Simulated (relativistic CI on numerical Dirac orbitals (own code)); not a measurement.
## Mn2+ in a cubic cluster: L2,3 absorption with charge transfer

Computed with a charge-transfer multiplet model of a cubic metal-ligand cluster with up to 3 ligand holes, Slater and spin-orbit integrals from Dirac-Coulomb-Breit ions, Slater integrals scaled by 0.7. The ground state mixes d5 with configurations of k ligand holes L, whose averages lie at kΔ + k(k − 1)U_dd/2; a core hole lowers each added d electron by U_cd. 300 K, Lorentzian 0.4 eV and Gaussian 0.3 eV FWHM.

Atomic integrals in eV (Slater integrals scaled, ζ unscaled), ground: F2dd 7.178, F4dd 4.458, zeta_d 0.037; with the core hole: F2dd 7.764, F4dd 4.828, zeta_d 0.052, zeta_core 6.792, F2cd 4.448, G1cd 3.278, G3cd 1.861.

Cluster parameters (eV): Δ = 2.9, U_dd = 6.2, 10Dq = 0.9, 10Dq(ligand) = 0.8, V(eg) = 1.45, V(t2g) = -0.63, final-state hopping factor = 0.8.

```csv
Case,n_d,d5,d6L,d7L2,d8L3,S
U_cd = 5.3 eV,5.17,0.84,0.16,0.00,0.00,2.50
U_cd = 7.1 eV,5.17,0.84,0.16,0.00,0.00,2.50
U_cd = 8.9 eV,5.17,0.84,0.16,0.00,0.00,2.50
```

Weights, n_d and S are thermal averages at 300 K. Photon energies count from the first peak over 30 % of the highest in each spectrum, which can be another peak from case to case. The parameters are a model scan and need not match a compound or its usual spin state. Peaks in eV (height, largest 100):
- U_cd = 5.3 eV: 0.0 (30), 1.1 (100), 3.9 (10), 10.8 (17), 12.2 (23), 12.9 (21)
- U_cd = 7.1 eV: 0.0 (32), 1.3 (100), 4.0 (9), 10.8 (16), 12.2 (25), 13.0 (20)
- U_cd = 8.9 eV: 0.0 (35), 1.3 (100), 4.2 (13), 10.8 (16), 12.1 (25)

Curve for U_cd = 5.3 eV (points under 2 left out, the grid thinned):

E (eV), Intensity and a bar:
```
     -1.5        2.0 
     -1.2        3.0 
     -0.9        5.5 #
     -0.6       12.3 ###
     -0.3       23.2 #######
      0.0       30.2 #########
      0.3       22.9 ######
      0.6       28.9 ########
      0.9       68.6 #####################
      1.2       99.5 ##############################
      1.5       65.9 ####################
      1.8       46.1 ##############
      2.1       32.2 #########
      2.4       28.8 ########
      2.7       16.7 #####
      3.0       11.0 ###
      3.3        9.1 ##
      3.6        8.9 ##
      3.9        9.6 ##
      4.2        8.4 ##
      4.5        7.5 ##
      4.8        6.1 #
      5.1        3.9 #
      5.3        3.2 
      5.6        3.0 
      5.9        3.0 
      6.2        2.5 
      6.5        2.0 
      7.1        2.1 
      9.9        2.2 
     10.2        4.2 #
     10.5       10.8 ###
     10.8       16.7 #####
     11.1       11.1 ###
     11.4       10.2 ###
     11.7       13.7 ####
     12.0       21.1 ######
     12.3       21.7 ######
     12.6       19.8 #####
     12.9       20.9 ######
     13.2       16.6 #####
     13.5        7.1 ##
     13.8        3.8 #
     14.1        2.7 
     14.4        2.0
```

For the case U_cd = 7.1 eV, Δ = 2.9 eV is smaller than U_dd = 6.2 eV, the charge-transfer side of the Zaanen-Sawatzky-Allen scheme. With the core hole the configuration with one ligand hole lies at Δ + U_dd − U_cd = 3.8, 2.0, 0.2 eV from the one without, in the order of the table; where this is negative the screened configuration lies lower, though the effective hopping of about 1.8 eV (from the holes of the mixed ground state) mixes the two strongly wherever it is as large as the gap.
